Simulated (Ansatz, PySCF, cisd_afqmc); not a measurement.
Species: AsH$_{3}$, charge 0, singlet. AsH3 (arsane, SMILES [AsH3]).
B3LYP-D3(BJ)/def2-TZVP minimum from Ansatz (an electronic-structure program):
```xyz
4

As     0.0003     0.0002     0.0708
H     -0.7759    -1.0063    -0.7723
H     -0.4876     1.1692    -0.7786
H      1.2523    -0.1682    -0.7839
```

Atomisation energy term by term, kcal/mol (programs: Ansatz, cisd_afqmc). UHF or UKS for unpaired electrons; spin-orbit terms are left out. Correlated methods leave the cores frozen (noble-gas shells, and filled d and f shells in the p block). No relativity. AFQMC/CISD: phaseless, guided by CISD from CCSD amplitudes; bars are statistical, one sigma. Outlying blocks are dropped, and bars are widened where a walk drifts. Over all cases where full CI ran beside it in this data, AFQMC minus full CI had a median of +0.1 mEh and passed +0.4 mEh in a tenth of the cases. CBS(X,Y): correlation extrapolated as X^-3, Hartree-Fock from the larger set (Q,5: extrapolated as (X+1)exp(-9√X)). A bracket is a step between two methods taken in the basis named. Where a partner has so few electrons that a lower coupled-cluster level is exact, that level stands in.

| term | basis | kcal/mol |
|---|---|---|
| Hartree-Fock | CBS(cc-pVQZ,cc-pV5Z) | 149.18 |
| CCSD correlation | CBS(cc-pVQZ,cc-pV5Z) | 67.03 |
| (T) | CBS(cc-pVQZ,cc-pV5Z) | 2.12 |
| CCSDT(Q) - CCSD(T) | cc-pVQZ | 0.22 |
| CCSDTQ - CCSDT(Q) | cc-pVDZ | 0.00 |
| minus zero-point energy | Hessian by PySCF at B3LYP-D3(BJ)/def2-TZVP | -13.62 |
| sum: D0 |  | 204.9 |

The step beyond CCSD(T) by other levels: CCSDTQ in cc-pVDZ 0.29; AFQMC/CISD in cc-pVDZ 0.49 ± 0.10; CCSDT(Q) in cc-pVDZ 0.29; CCSDT(Q) in cc-pVTZ 0.20 kcal/mol.
